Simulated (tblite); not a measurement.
Species: C₃H₈SSi (charge +1 and doublet state).
Structure used (GFN2-xTB), in Å, numbered top down from 1:
```xyz
13
C3H8SSi angstrom
C     -2.5904    0.4982    0.0836
C     -1.4458   -0.0580    0.4403
Si    -0.1920   -0.7984   -0.7828
S      1.4259    0.7454   -0.7065
C      2.4095    0.3040    0.7261
H     -3.3089    0.8277    0.8225
H     -2.8898    0.6479   -0.9416
H     -1.1863   -0.1448    1.4906
H      0.4614   -1.9806   -0.2350
H     -0.5849   -0.7466   -2.1786
H      3.4116    0.0631    0.3695
H      2.4909    1.1826    1.3638
H      1.9945   -0.5399    1.2673
```

Calculated harmonic vibrations of the isolated species, GFN2-xTB (tblite), most abundant isotopes, no scaling. The method is semi-empirical: single wavenumbers can be off by several per cent or more. Modes of hydrogen on silicon can be 10 to 20 % off. One conformer, not necessarily the lowest. Open shells enter through the occupations alone, without spin polarisation, and single modes of such species can be off by tens of per cent.

Harmonic wavenumbers (cm⁻¹): 28.7, 41.7, 48.9, 124.8, 191.8, 274.6, 363.1, 446.1, 480.0, 545.6, 621.4, 661.3, 699.9, 747.3, 857.9, 876.0, 943.3, 950.1, 976.7, 1190.2, 1304.6, 1357.9, 1372.3, 1398.2, 1601.3, 2317.7, 2381.4, 2989.0, 2999.1, 3014.6, 3048.4, 3049.6, 3097.6.

A = 5634, B = 1585, C = 1494 MHz; mass 104.012 u (most abundant isotopes); point group C1, symmetry number 1; spin multiplicity 2.

Question: Zero-point energy?

Answer: Half the sum of the wavenumbers: 20501 cm⁻¹ = 58.61 kcal/mol.

Question: Give the ideal-gas entropy at 400 K and 1 bar in the rigid-rotor, harmonic-oscillator model (classical rotation).

Answer: Translation 41.32, rotation 28.46, vibration 35.82, spin (R ln 2) 1.38: S = 107.0 cal/(mol K).

Question: And Cp and H(400 K) − H(0)?

Answer: Cp = 37.43 cal/(mol K), of which vibrations give 29.48 (their classical limit is 33 R = 65.6); H(400 K) − H(0) = 9.73 kcal/mol without the zero-point energy, 6.55 from vibrations.

Question: What must be added to the electronic energy to get the Gibbs energy at 400 K and 1 bar?

Answer: ZPE + [H(400 K) − H(0)] − T·S = 58.61 + 9.73 − 42.79 = 25.55 kcal/mol.

Question: How do the functions run with temperature in this model?

Answer: 
```tsv
T (K)	S (cal/(mol K))	Cp (cal/(mol K))	H − H(0) (kcal/mol)	G − H(0) (kcal/mol)	ln q(vib)
50	60.6	14.3	0.57	-2.46	1.25
100	71.5	17.6	1.37	-5.78	2.84
298.15	96.9	31.4	6.21	-22.67	7.63
373.15	104.4	36.0	8.74	-30.22	9.23
500	115.9	42.2	13.72	-44.21	11.80
750	134.7	50.9	25.44	-75.62	16.42
1000	150.2	56.8	38.93	-111.30	20.54
```

q(vib) and H(0) count from the zero-point level.

Question: Blend soft modes into free rotors: weight 1/[1 + (100 cm⁻¹/ν̃)⁴] for the oscillator and the rest for a rotor with moment μB/(μ + B), μ = h/(8π²ν), B = 10⁻⁴⁴ kg m². What vibrational entropy results?

Answer: 30.32 cal/(mol K) in place of 35.82, which changes −T·S at 400 K by +2.20 kcal/mol.

Hindered rotation and anharmonicity are outside this model. Other conformers, if any are populated, would add a mixing term that is left out. The structure is chiral; the term R ln 2 for an equal mix with its mirror image is left out.
